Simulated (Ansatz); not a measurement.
Program: Ansatz. Geometries: PBE0-D4/def2-TZVP. ΔE: electronic, gas phase. CCSD(T)/CBS adds triple-zeta CCSD(T) − MP2 to the extrapolated MP2 energy (def2 sets, frozen cores). DFT in def2-TZVPP. HSE06 is defined as in plane-wave codes. One conformer a species, not always the lowest.

Reaction (formal exchange of groups at the Si–Si bond): `CO[SiH2][SiH2]O` + `CSC` → `CO[SiH2]C` + `CS[SiH2]O`

Question: Is it downhill or uphill in electronic energy at CCSD(T)/CBS, and by how much? (An estimate is asked.)

Answer: Computed: Downhill: ΔE = -132.1 kJ/mol.

Question: What do these levels give: BLYP-D4, CAM-B3LYP-D4, r2SCAN, HSE06, CAM-B3LYP, SCS-MP2/def2-QZVPP? (An estimate is asked.)

Answer: Ansatz gave: BLYP-D4 -122.9, CAM-B3LYP-D4 -129.1, r2SCAN -131.9, HSE06 -124.0, CAM-B3LYP -128.6, SCS-MP2/def2-QZVPP -136.6 kJ/mol.

Largest T1 diagnostic among the species: 0.012.

From PBE to PBE0 (25 % exact exchange), in def2-TZVPP and without D4, ΔE moves by −5.6 kJ/mol. Leaving LDA and LC-ωPBE aside and taking each functional with its dispersion term where it has one, the values, not all of them listed here, spread over 16.8 kJ/mol, from ωB97M-V to revPBE-D4. At CCSD(T), def2-SVP lies +9.4 kJ/mol from the extrapolated value and def2-TZVPP +1.1 kJ/mol.
